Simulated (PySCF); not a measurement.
## TPSS on Ru (ruthenium, neutral)

Configuration: [Kr] 4d7 5s1, high-spin 5F determinant. Computed with PySCF 2.14 in cc-pVTZ-PP with ECP28MDF (5s5p4d2f1g, 63 functions), with a scalar-relativistic core potential.

```json
{"Total energy": "-94.4663 hartree", "One-electron energy": "-164.5623 hartree", "Hartree (Coulomb) energy": "80.1831 hartree", "Exchange-correlation energy": "-10.0871 hartree", "⟨S²⟩": "6.0015", "⟨L²⟩": "12.032", "Sum of ⟨r⟩": "24.27 bohr", "Sum of ⟨r²⟩": "49.21 bohr²", "Time after the integrals": "1.8 s of wall time on 1 thread of Neoverse-V1 (shared host)"}
```

| shell | electrons | mean orbital energy (eV) | spread (eV) | rms radius, mean of both spins (bohr) |
| --- | --- | --- | --- | --- |
| 4s α | 1 | -78.019 | 0 | 1.09 |
| 4s β | 1 | -75.931 | 0 | 1.09 |
| 4p α | 3 | -47.739 | 0 | 1.22 |
| 4p β | 3 | -45.406 | 0 | 1.22 |
| 4d α | 5 | -5.833 | 0.822 | 1.91 |
| 5s α | 1 | -4.730 | 0 | 3.52 |
| 4d β | 2 | -4.260 | 0 | 1.91 |

Energies and moments cover only the electrons outside the core potential.
